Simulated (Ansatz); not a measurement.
Stepwise reaction of `[O]=[Mo]([OH])([OH])([Cl])[Cl]` with hydrogen chloride, as a gas-phase model of exchange steps in deposition or etching. ΔE in kJ/mol.

Isolated molecules relaxed with PBE0-D4/def2-TZVP in Ansatz; ΔE leaves out vibrations. CBS: MP2 limit from def2 TZ/QZ plus the TZ coupled-cluster correction, frozen cores. This one scheme is used for every species. DFT in def2-TZVPP. B3LYP here is the variant with VWN-RPA as its local correlation; programs differ in this. def2 core potentials past Kr. For Mo outer-core shells are correlated without core-valence functions, which leaves a few kJ/mol of doubt a bond. Each species was taken in one conformer, which may not be the lowest.

```csv
step,reaction,PBE-D4,B3LYP-D4,ωB97M-V,CCSD(T)/CBS
1,`[O]=[Mo]([OH])([OH])([Cl])[Cl]` + HCl → `[O]=[Mo]([OH])([Cl])([Cl])[Cl]` + H₂O,-2.0,-0.3,3.7,-4.0
2,`[O]=[Mo]([OH])([Cl])([Cl])[Cl]` + HCl → `[O]=[Mo]([Cl])([Cl])([Cl])[Cl]` + H₂O,-13.3,-10.4,-3.5,-14.0
```

Question: By hand: ΔE of the 2 steps together at CCSD(T)/CBS.

Answer: (-4.0) + (-14.0) = -18.0 kJ/mol, or -9.0 kJ/mol a step.

In ΔE each step is lower than the one before. PBE-D4 differs from CCSD(T)/CBS by 0.7 to 2.0 kJ/mol a step. Only this route is followed, and other bonds may react first. Isolated molecules leave out the surface, adducts and barriers. Largest T1 diagnostic: 0.025.
